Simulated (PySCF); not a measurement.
Mapped SMILES: `[F:1][c:2]1[cH:3][cH:4][cH:5][n:6]1[SiH3:7]`. Each H is labelled by its parent atom.

GIAO PBE0/pcSseg-1 shifts (PySCF 2.14.0 with density-fitted response routines, gas phase, non-relativistic, equivalent atoms averaged), each against references optimised in the same way as the molecule (CFCl3, TMS, NH3).

On the GFN2-xTB geometry: F1 -146.2, C2 160.8, C5 117.7, C4 115.0, C3 94.2, N6 152.5, Si7 -54.7, H(C4) 6.34, H(C5) 6.04, H(C3) 5.88, H(Si7) 5.00 ppm.

**Question.** What changes on the PBE0-D3(BJ)/def2-SVP geometry?

**Answer.** 
| atoms | δ (ppm) | change |
| --- | --- | --- |
| F1 | -140.6 | +5.6 |
| C2 | 158.7 | -2.1 |
| C5 | 118.7 | +1.0 |
| C4 | 116.0 | +1.0 |
| C3 | 92.9 | -1.3 |
| N6 | 154.2 | +1.7 |
| Si7 | -50.0 | +4.7 |
| H(C4) | 6.24 | -0.10 |
| H(C5) | 6.08 | +0.04 |
| H(C3) | 5.76 | -0.12 |
| H(Si7) | 4.92 | -0.08 |

Unscaled 19F shifts against computed CFCl3 carry errors that often reach 10 to 50 ppm.

Bonds between heavy atoms that differ most (equivalent bonds averaged): N6–Si7 1.756 → 1.778 Å, F1–C2 1.342 → 1.324 Å, C5–N6 1.374 → 1.391 Å, C4–C5 1.360 → 1.371 Å, C3–C4 1.420 → 1.430 Å. Mean change of bonds to hydrogen: C–H +0.016 Å, Si–H +0.028 Å.
